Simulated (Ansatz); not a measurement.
Steps of a relaxation of C$_{7}$H$_{10}$N$_{2}$ (`CC(C)(C)C(C#N)C#N`) with RKS PBE-D4/def2-SVP.

```sh
$ ansatz run in.yaml --threads 2 --pin off --events-out ev --progress --plain --max-ram 32768MiB --backend cuda --devices 0, --max-vram 18GiB
```

```yaml
crystal:
  periodic: [false, false, false]
  atoms:
    - {symbol: C, position_ang: [0.152430, -0.488590, -1.633520]}
    - {symbol: C, position_ang: [0.041330, -0.299730, -0.120270]}
    - {symbol: C, position_ang: [1.433770, -0.197920, 0.503360]}
    - {symbol: C, position_ang: [-0.730500, -1.466000, 0.497830]}
    - {symbol: C, position_ang: [-0.745710, 1.017300, 0.157970]}
    - {symbol: C, position_ang: [-0.078150, 2.167190, -0.416220]}
    - {symbol: N, position_ang: [0.455870, 3.068810, -0.870050]}
    - {symbol: C, position_ang: [-0.900170, 1.254430, 1.578300]}
    - {symbol: N, position_ang: [-1.018420, 1.435060, 2.699570]}
    - {symbol: H, position_ang: [0.684310, 0.343380, -2.091180]}
    - {symbol: H, position_ang: [-0.832450, -0.562650, -2.092080]}
    - {symbol: H, position_ang: [0.697620, -1.403800, -1.851760]}
    - {symbol: H, position_ang: [1.365590, -0.052850, 1.580210]}
    - {symbol: H, position_ang: [1.993150, -1.111420, 0.315750]}
    - {symbol: H, position_ang: [1.987950, 0.636890, 0.077820]}
    - {symbol: H, position_ang: [-1.725100, -1.551440, 0.062900]}
    - {symbol: H, position_ang: [-0.834240, -1.336820, 1.573520]}
    - {symbol: H, position_ang: [-0.199620, -2.397330, 0.315450]}
    - {symbol: H, position_ang: [-1.747670, 0.945480, -0.287620]}
basis:
  gaussian: {orbitals: def2-SVP}
hamiltonian: {xc: pbe, dispersion: d4}
relax: {f_tol: 0.03, max_steps: 200}
```

Positions (Å) and forces (eV/Å) along the path, 5 of 5 steps:

```xyz
19
step=1 energy=-10380.2957 eV
C     0.152   -0.489   -1.634   -0.077    0.162    0.490
C     0.041   -0.300   -0.120    0.152   -0.406   -0.123
C     1.434   -0.198    0.503   -0.467    0.027   -0.179
C    -0.731   -1.466    0.498    0.193    0.460   -0.157
C    -0.746    1.017    0.158    0.224   -0.236   -0.019
C    -0.078    2.167   -0.416   -1.421   -2.022    0.930
N     0.456    3.069   -0.870    1.703    2.808   -1.449
C    -0.900    1.254    1.578    0.038   -0.404   -2.619
N    -1.018    1.435    2.700   -0.356    0.530    3.545
H     0.684    0.343   -2.091    0.335    0.480   -0.349
H    -0.832   -0.563   -2.092   -0.611   -0.056   -0.332
H     0.698   -1.404   -1.852    0.342   -0.577   -0.156
H     1.366   -0.053    1.580    0.024    0.073    0.671
H     1.993   -1.111    0.316    0.364   -0.569   -0.111
H     1.988    0.637    0.078    0.402    0.493   -0.238
H    -1.725   -1.551    0.063   -0.643   -0.092   -0.255
H    -0.834   -1.337    1.574   -0.090    0.010    0.675
H    -0.200   -2.397    0.315    0.322   -0.599   -0.107
H    -1.748    0.945   -0.288   -0.434   -0.081   -0.216
19
step=2 energy=-10380.4993 eV
C     0.154   -0.486   -1.638   -0.011    0.055    0.161
C     0.056   -0.303   -0.116    0.100   -0.159   -0.031
C     1.458   -0.216    0.505   -0.172    0.018   -0.062
C    -0.733   -1.467    0.503    0.075    0.148   -0.042
C    -0.733    1.028    0.168    0.013   -0.066   -0.026
C    -0.093    2.200   -0.433    0.184    0.422   -0.214
N     0.431    3.130   -0.917   -0.081   -0.190    0.060
C    -0.932    1.270    1.598   -0.114    0.101    0.487
N    -1.084    1.453    2.746    0.031   -0.071   -0.203
H     0.701    0.347   -2.111    0.090    0.129   -0.093
H    -0.846   -0.550   -2.100   -0.167   -0.013   -0.091
H     0.692   -1.420   -1.866    0.090   -0.164   -0.052
H     1.405   -0.076    1.598    0.001    0.020    0.184
H     2.013   -1.147    0.307    0.111   -0.164   -0.029
H     2.034    0.622    0.077    0.106    0.136   -0.069
H    -1.744   -1.544    0.067   -0.176   -0.023   -0.068
H    -0.835   -1.352    1.595   -0.023    0.003    0.181
H    -0.207   -2.416    0.309    0.082   -0.174   -0.031
H    -1.738    0.927   -0.293   -0.139   -0.008   -0.061
19
step=3 energy=-10380.5095 eV
C     0.155   -0.484   -1.640   -0.001    0.003    0.023
C     0.060   -0.305   -0.115    0.035   -0.037   -0.002
C     1.464   -0.217    0.506   -0.025    0.004   -0.009
C    -0.733   -1.467    0.506    0.013    0.017   -0.009
C    -0.731    1.033    0.171   -0.033   -0.013   -0.020
C    -0.093    2.209   -0.441    0.016    0.074    0.011
N     0.428    3.135   -0.933   -0.007   -0.050   -0.011
C    -0.940    1.271    1.608   -0.007    0.054    0.053
N    -1.098    1.446    2.754    0.004   -0.040   -0.032
H     0.709    0.349   -2.117    0.001    0.000   -0.001
H    -0.851   -0.542   -2.105   -0.002   -0.001   -0.005
H     0.690   -1.425   -1.873    0.000   -0.004   -0.006
H     1.411   -0.077    1.605    0.002   -0.001    0.003
H     2.023   -1.153    0.308    0.008   -0.003    0.002
H     2.044    0.624    0.077    0.003    0.001   -0.001
H    -1.752   -1.541    0.072   -0.004   -0.003    0.000
H    -0.832   -1.356    1.604    0.000   -0.001    0.001
H    -0.212   -2.425    0.307   -0.002   -0.007    0.000
H    -1.740    0.929   -0.293   -0.002    0.007    0.002
19
step=4 energy=-10380.5100 eV
C     0.155   -0.484   -1.639    0.000    0.003    0.001
C     0.060   -0.305   -0.115    0.010   -0.018   -0.004
C     1.463   -0.216    0.507   -0.003    0.003    0.000
C    -0.733   -1.467    0.506    0.000    0.003    0.002
C    -0.733    1.034    0.171   -0.004   -0.014   -0.008
C    -0.092    2.209   -0.442   -0.015    0.023    0.040
N     0.432    3.131   -0.939    0.007   -0.019   -0.022
C    -0.940    1.269    1.609    0.002    0.046   -0.012
N    -1.098    1.438    2.757   -0.001   -0.030    0.002
H     0.709    0.349   -2.117   -0.002   -0.004    0.001
H    -0.851   -0.542   -2.105    0.005    0.000    0.002
H     0.689   -1.426   -1.874   -0.003    0.004    0.001
H     1.410   -0.075    1.605    0.001   -0.001   -0.005
H     2.024   -1.151    0.310   -0.002    0.005    0.001
H     2.043    0.626    0.077   -0.002   -0.004    0.002
H    -1.752   -1.541    0.073    0.004    0.000    0.002
H    -0.831   -1.357    1.604    0.000   -0.002   -0.005
H    -0.212   -2.425    0.306   -0.002    0.004    0.000
H    -1.742    0.933   -0.293    0.006    0.000    0.002
19
step=5 energy=-10380.5106 eV
C     0.155   -0.482   -1.639    0.000   -0.002    0.001
C     0.060   -0.304   -0.114    0.006   -0.001    0.002
C     1.462   -0.213    0.507    0.001   -0.001    0.000
C    -0.733   -1.466    0.506    0.001   -0.001   -0.002
C    -0.733    1.037    0.172    0.000    0.010    0.004
C    -0.091    2.211   -0.442   -0.003   -0.005   -0.002
N     0.437    3.121   -0.954    0.005    0.002   -0.003
C    -0.940    1.270    1.610   -0.002   -0.004   -0.004
N    -1.100    1.419    2.760    0.001   -0.002    0.006
H     0.710    0.349   -2.117   -0.001    0.002    0.004
H    -0.851   -0.540   -2.105   -0.001    0.000    0.001
H     0.688   -1.425   -1.873   -0.001   -0.001    0.001
H     1.409   -0.073    1.606    0.001    0.000    0.000
H     2.024   -1.148    0.311    0.001    0.000    0.000
H     2.042    0.628    0.077    0.001   -0.001    0.001
H    -1.753   -1.539    0.074    0.000    0.001   -0.001
H    -0.830   -1.357    1.605    0.001    0.004   -0.001
H    -0.213   -2.423    0.306    0.000    0.001   -0.002
H    -1.741    0.936   -0.291   -0.008   -0.002   -0.004
```

Run time 10 s (2 threads of an AMD EPYC 7R13 on a shared host and a share of an NVIDIA H100 80 GB); peak host memory 0.84 GiB.
